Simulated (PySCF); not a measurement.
Calculation: PySCF 2.14.0 with M06-2X/def2-TZVP. Isolated molecules, 0 K electronic values unless said otherwise. One relaxed conformer stands for a flexible species; it need not be the lowest. Delta-SCF ions had no search for a lower state. Excitations are Tamm–Dancoff values on a coarser integration grid. The basis has no diffuse functions, so Rydberg states are missing or too high.

Reference species (SMILES): `C#CCO` (neutral, multiplicity 1).

- T1 excitation (TDA): 5.71 eV
- HOMO–LUMO gap: 10.46 eV
- vertical ionisation energy (Delta-SCF): 10.63 eV

Changed species: `C1(C)OC=1`.

Predict the effect on the T1 excitation (TDA), HOMO–LUMO gap and vertical ionisation energy (Delta-SCF).

the T1 excitation (TDA) falls by 2.43 eV, to 3.28 eV; the HOMO–LUMO gap drops by 2.37 eV, to 8.09 eV; the vertical ionisation energy (Delta-SCF) drops by 2.46 eV, to 8.17 eV.
